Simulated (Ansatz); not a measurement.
Reaction (ligand exchange at the Al–O bond): `[OH][Al]([Cl])[Cl]` + HBr → `[Cl][Al]([Cl])[Br]` + H₂O

Program: Ansatz. Geometries: PBE0-D4/def2-TZVP. ΔE: electronic, gas phase. CCSD(T)/CBS is the MP2 limit (def2-TZVPP, def2-QZVPP) plus CCSD(T) − MP2 in def2-TZVPP, frozen cores. This one scheme is used for every species. DFT in def2-TZVPP. HSE06 is defined as in plane-wave codes. For Br outer-core shells are correlated without core-valence functions, which leaves a few kJ/mol of doubt a bond. Scalar relativity is left out up to krypton. Each species was taken in one conformer, which may not be the lowest.

`[OH][Al]([Cl])[Cl]`:

Cartesian coordinates in Å:
```
O 0.177 -0.286 1.282
Al 0.069 0.225 -0.312
Cl 1.118 1.917 -0.880
Cl -1.085 -0.799 -1.706
H -0.280 -1.057 1.616
```

HBr:

```xyz
2

Br    0.066   -0.557   -0.435
H    -0.066    0.557    0.435
```

`[Cl][Al]([Cl])[Br]`:

Z-matrix (Å, degrees):
```
Al
Cl 1 2.070
Br 1 2.225 2 120.2
Cl 1 2.070 2 119.7 3 180.0
```

H₂O:

```xyz
3

O    -0.045   -0.070   -0.380
H    -0.230   -0.666    0.349
H     0.275    0.735    0.031
```

(1) Is it downhill or uphill in electronic energy at CCSD(T)/CBS, and by how much? (Best estimate.)

(2) What do these levels give: revPBE-D4, r2SCAN0, HSE06, MP2/def2-SVP, MP2/def2-TZVPP, CCSD/CBS(def2)? (An estimate is asked.)

(3) What do rigid-rotor, harmonic-oscillator terms from PBE0-D4/def2-TZVP frequencies (298.15 K, 1 bar) make of the CCSD(T)/CBS value? (Best estimate.)

Largest T1 diagnostic among the species: 0.010.

## Answers

(1) Ansatz gave: Downhill: ΔE = -5.8 kcal/mol.

(2) Ansatz gave: revPBE-D4 -5.4, r2SCAN0 -5.1, HSE06 -5.8, MP2/def2-SVP -4.1, MP2/def2-TZVPP -4.9, CCSD/CBS(def2) -5.6 kcal/mol.

(3) The calculation gave: ΔZPE = +1.8 kcal/mol, ΔH = -3.7 kcal/mol, ΔS = 1 J/(mol·K), ΔG = -3.8 kcal/mol.

Leaving LDA and LC-ωPBE aside and taking each functional with its dispersion term where it has one, the values, not all of them listed here, spread over 3.6 kcal/mol, from HSE06-D4 to CAM-B3LYP-D4. LDA lies +1.1 kcal/mol from PBE without D4. From PBE to PBE0 (25 % exact exchange), in def2-TZVPP and without D4, ΔE moves by −0.9 kcal/mol.
